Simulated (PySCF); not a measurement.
# Hartree-Fock beside MP2: AlB2H2O

These are calculations, not measurements. The program is PySCF 2.14.0, an open-source quantum chemistry code, run on an isolated molecule that a program drew, which may never have been made. The molecule is AlB2H2O (charge 0, doublet), drawn as the SMILES string `[BH][AlH][B]=O`.

The geometry was optimised and harmonic frequencies were computed with HF and MP2, all in the cc-pV(D+d)Z basis, for the commonest isotopes, with a restricted reference for singlets and an unrestricted one otherwise, and a frozen core in MP2. Each result is a local minimum of its method.

Geometry at the HF minimum:
```xyz
6
AlB2H2O, angstrom
B    -3.1830    0.1467    0.5655
Al   -1.8445    1.3270    1.5665
B    -0.2486    0.3457    2.5929
O     0.6357   -0.2102    3.1604
H    -3.9581   -0.5385   -0.0179
H    -1.9648    2.8951    1.5946
```

Lengths of the bonds as drawn, in Å (atoms numbered as above):
| bond | HF | MP2 |
|---|---|---|
| B1-Al2 | 2.046 | 2.048 |
| Al2-B3 | 2.136 | 2.116 |
| B3-O4 | 1.189 | 1.224 |
| B1-H5 | 1.188 | 1.196 |
| Al2-H6 | 1.573 | 1.574 |

Rotational constants, in GHz:
```
constant,HF,MP2
A,18.23,17.73
B,2.657,2.671
C,2.319,2.321
```

Harmonic frequencies in cm^-1, each column in rising order, so a row needn't be the same motion in every method:
```
rank    HF   MP2
   1   116   104
   2   275   252
   3   317   305
   4   341     ?
   5   454   447
   6   469   451
   7   607   576
   8   699   685
   9   749   725
  10  2020  1891
  11  2112  1993
  12  2835  2773
```

**Estimate the missing MP2 frequency from the HF column.**

A single factor s that minimises the squared misfit of MP2 against s times HF over the other rows is sum(HF x MP2) / sum(HF^2) = 0.9593, with an rms misfit of 25 cm^-1. For rank 4 it gives 0.9593 x 341 = 327 cm^-1. The calculation gives 363 cm^-1, 36 cm^-1 above the estimate. The drawn bonds are on average 0.6 % longer in MP2 than in HF.
